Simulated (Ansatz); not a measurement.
Program: Ansatz. Geometries: PBE0-D4/def2-TZVP. ΔE: electronic, gas phase. CCSD(T)/CBS adds triple-zeta CCSD(T) − MP2 to the extrapolated MP2 energy (def2 sets, frozen cores). Functionals use def2-TZVPP. def2 core potentials past Kr. For Ge, I outer-core shells are correlated without core-valence functions, which leaves a few kJ/mol of doubt a bond. Scalar relativity is left out up to krypton. Each species was taken in one conformer, which may not be the lowest.

Reaction (redistribution): `[F][GeH2][I]` + `F[Si](F)(F)[SiH2]Cl` → `[F][GeH2][SiH2]Cl` + `F[Si](F)(F)I`

`[F][GeH2][I]`:

```xyz
5

F     1.593    0.649    0.037
Ge   -0.076    0.186   -0.038
I    -0.176   -2.271    0.364
H    -0.554    0.504   -1.456
H    -0.787    0.931    1.093
```

`F[Si](F)(F)[SiH2]Cl`:

Cartesian coordinates in Å:
```
F 0.725 1.922 -0.927
Si 0.657 0.345 -0.889
F 0.013 -0.134 -2.249
F 2.143 -0.192 -0.855
Si -0.551 -0.423 0.955
Cl -2.456 0.322 0.809
H -0.603 -1.904 0.947
H 0.071 0.064 2.208
```

`[F][GeH2][SiH2]Cl`:

Z-matrix (Å, degrees):
```
Ge
Si 1 2.389
F 1 1.748 2 106.4
H 1 1.540 2 113.4 3 115.7
H 1 1.537 2 113.7 3 -116.2
Cl 2 2.055 1 109.2 3 70.3
H 2 1.485 1 109.9 3 -170.9
H 2 1.482 1 110.7 3 -49.5
```

`F[Si](F)(F)I`:

Z-matrix (Å, degrees):
```
Si
F 1 1.570
F 1 1.570 2 108.0
I 1 2.383 2 110.9 3 -121.7
F 1 1.570 2 108.0 3 116.6
```

```csv
level,ΔE (eV)
BLYP,0.00
MP2/CBS(def2),-0.12
```

(1) What does CCSD(T)/CBS give? (Best estimate.)

Largest T1 diagnostic among the species: 0.012.

Results:

(1) Ansatz gave: -0.10 eV. The listed levels differ from it by 0.10, -0.02 eV.

Leaving LDA and LC-ωPBE aside and taking each functional with its dispersion term where it has one, the values, not all of them listed here, spread over 0.08 eV, from B97M-V to BLYP-D4. LDA lies −0.04 eV from PBE without D4. In def2-TZVPP, CCSD(T) changes the Hartree–Fock value by −0.09 eV (the triples alone add −0.00 eV) and MP2 by −0.11 eV.
